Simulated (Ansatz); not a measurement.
Sn2H6, relaxed as a singlet with RKS PBE0-D4/def2-TZVP in Ansatz, starting from the GFN2-xTB geometry. Force threshold 0.02 eV/Å.

In the def2 sets Sn takes a core potential; there is no spin–orbit coupling.

Start:

```xyz
8

Sn    0.853   -1.042    0.154
H     2.192   -0.930   -0.827
H     1.434   -1.174    1.708
H     0.150   -2.509   -0.197
Sn   -0.853    1.042   -0.155
H    -2.209    0.912    0.801
H    -1.407    1.197   -1.716
H    -0.160    2.505    0.232
```

```tsv
step	energy (eV)	largest force component (eV/Å)	SCF passes
1	-11760.1719	0.609	13
2	-11760.2151	0.375	17
3	-11760.2874	0.179	18
4	-11760.2925	0.014	19
```

Force components are those of the run's own axes.

End:

```xyz
8

Sn    0.870   -1.062    0.157
H     2.222   -0.893   -0.871
H     1.431   -1.149    1.767
H     0.095   -2.537   -0.218
Sn   -0.870    1.062   -0.157
H    -2.238    0.875    0.846
H    -1.404    1.170   -1.775
H    -0.105    2.533    0.251
```

By distances, no bond broke or formed. The bond that changes most is Sn1–Sn5, from 2.71 to 2.76 Å (atoms count from 1).

No frequencies were taken in this run, so the end may be a saddle point.

Run time 17 s (2 threads of Arm Neoverse N1 on a shared host).
